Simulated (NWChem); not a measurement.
A series in which one site is exchanged, each optimised at B3LYP/6-31G* with NWChem, gas phase unless a solvent is named. Pople sets run with spherical d functions. This build's default masses of Se (78.918 u) and Br (79.917 u) are each other's, which moves their modes by up to 0.6 %.

A: [CH3][Be][SiH3] (CH6BeSi; site = Be)
B: [SiH3][Mg][CH3] (CH$_{6}$MgSi; site = Mg)
C: C[Se][SiH3] (CH6SeSi; site = Se)
D: CO[SiH3] (CH₆OSi; site = O)

| quantity | A | B | C | D |
|---|---|---|---|---|
| orbital gap (eV), B3LYP/6-31G* | 6.48 | ? | 6.03 | 8.18 |
| highest harmonic frequency (cm⁻¹), B3LYP/6-31G* | 3078 | ? | 3182 | 3123 |
| vertical ionisation energy, ΔSCF, PBE/def2-SVP (eV) | 9.64 | ? | 8.60 | 10.01 |
| vertical ionisation energy, ΔSCF, B3LYP/def2-SVP (eV) | 9.89 | ? | 8.73 | 10.36 |
| static polarisability, B3LYP/def2-SVPD (bohr³) | 62.5 | ? | 72.7 | 45.8 |

Q: Fill in the missing entries.

A: 
- orbital gap (eV), B3LYP/6-31G*, B: 5.36
- highest harmonic frequency (cm⁻¹), B3LYP/6-31G*, B: 3094
- vertical ionisation energy, ΔSCF, PBE/def2-SVP (eV), B: 8.25
- vertical ionisation energy, ΔSCF, B3LYP/def2-SVP (eV), B: 8.43
- static polarisability, B3LYP/def2-SVPD (bohr³), B: 81.3
